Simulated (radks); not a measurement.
Pd4+, configuration [Kr] 4d6 (the NIST ground configuration).

Method: non-relativistic Kohn-Sham, LB94 model potential, spin-polarised, spherical densities, point nucleus; open shells are filled with parallel spins first (spin-orbit coupling, left out, can overturn this in heavy ions); relativity is left out, which matters for an element this heavy; computed with a radial shooting solver on a logarithmic mesh with Libxc functionals.

Energy parts (hartree):
part                    energy
kinetic             4948.63810
electron-nucleus  -11685.00099
Hartree             1939.88111
(The LB94 potential has no energy functional, so no total or exchange-correlation energy is given.)

Orbitals (lengths in bohr, moments of r in powers of bohr):
| orbital | occ. | eigenvalue (hartree) | <r^4> |
|---|---|---|---|
| 1s down | 1 | -867.9967 | 5.403e-06 |
| 1s up | 1 | -867.9954 | 5.403e-06 |
| 2s up | 1 | -126.8435 | 0.0009938 |
| 2s down | 1 | -126.8370 | 0.0009932 |
| 2p up | 3 | -118.1581 | 0.0006565 |
| 2p down | 3 | -118.1560 | 0.0006561 |
| 3s up | 1 | -25.02215 | 0.04652 |
| 3s down | 1 | -25.01491 | 0.04666 |
| 3p up | 3 | -21.51701 | 0.04634 |
| 3p down | 3 | -21.50702 | 0.04650 |
| 3d up | 5 | -15.03536 | 0.04210 |
| 3d down | 5 | -15.01892 | 0.04229 |
| 4s up | 1 | -5.34766 | 1.626 |
| 4s down | 1 | -5.30547 | 1.606 |
| 4p up | 3 | -4.25164 | 2.226 |
| 4p down | 3 | -4.20442 | 2.199 |
| 4d up | 5 | -2.47966 | 5.508 |
| 4d down | 1 | -2.42546 | 5.500 |

The highest occupied level is 4d down at -66.000 eV. The spin density at the nucleus is -0.955 e/bohr^3 (1s 0.067, 2s -0.741, 3s 1.566, 4s -1.847). For comparison, the ionisation energy in NIST's Atomic Spectra Database is 61 eV (theoretical). In exact Kohn-Sham theory the highest level is minus the ionisation energy, but local and semilocal functionals leave it too shallow, through self-interaction and a potential that decays too fast; potentials with the right tail come closer. Summed over all electrons, <r^2> = 23.16 bohr^2, which gives a Langevin (diamagnetic) susceptibility term of -18.3 x 10^-6 cm^3/mol. The electron density at the nucleus is 6.824e+04 e/bohr^3. The density falls to 0.001 e/bohr^3 at r = 2.91 bohr.
